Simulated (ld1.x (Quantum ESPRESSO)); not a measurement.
# Reading a pseudo-wave (manganese (Mn))

Columns: radius, all-electron u(r) and pseudo u(r) of the 3d shell (level -6.84 eV) of manganese in the configuration [Ne] 3s2 3p6 3d5 4s2 4p0; PW91, scalar-relativistic, ultrasoft scheme, ld1.x (Quantum ESPRESSO) 7.5.

| r (bohr) | all-electron | pseudo |
| --- | --- | --- |
| 0.150 | 0.1412 | 0.0042 |
| 0.300 | 0.4593 | 0.0321 |
| 0.450 | 0.7130 | 0.0981 |
| 0.600 | 0.8491 | 0.2027 |
| 0.750 | 0.8891 | 0.3313 |
| 0.900 | 0.8690 | 0.4597 |
| 1.050 | 0.8177 | 0.5626 |
| 1.200 | 0.7531 | 0.6222 |
| 1.350 | 0.6849 | 0.6337 |
| 1.500 | 0.6183 | 0.6056 |
| 1.650 | 0.5559 | 0.5548 |
| 1.800 | 0.4987 | 0.4987 |
| 1.950 | 0.4469 | 0.4469 |
| 2.100 | 0.4005 | 0.4005 |
| 2.250 | 0.3589 | 0.3589 |
| 2.400 | 0.3216 | 0.3216 |
| 2.550 | 0.2883 | 0.2883 |
| 2.700 | 0.2585 | 0.2585 |
| 2.850 | 0.2318 | 0.2318 |
| 3.000 | 0.2079 | 0.2079 |
| 3.150 | 0.1864 | 0.1864 |
| 3.300 | 0.1671 | 0.1671 |
| 3.450 | 0.1498 | 0.1498 |
| 3.600 | 0.1342 | 0.1342 |
| 3.750 | 0.1203 | 0.1203 |
| 3.900 | 0.1077 | 0.1077 |

Q: How many radial nodes do the two functions have?

A: The all-electron 3d function has n − l − 1 = 0; the pseudo-wave has 0.

Q: At about which radius was the pseudo-wave matched?

A: 1.90 bohr, where the columns begin to agree (steps of 0.15 bohr).

Q: Is the pseudo-wave norm-conserving?

A: No, it belongs to an ultrasoft set: the norm inside the radius is not constrained, and the difference is carried by the augmentation charge.
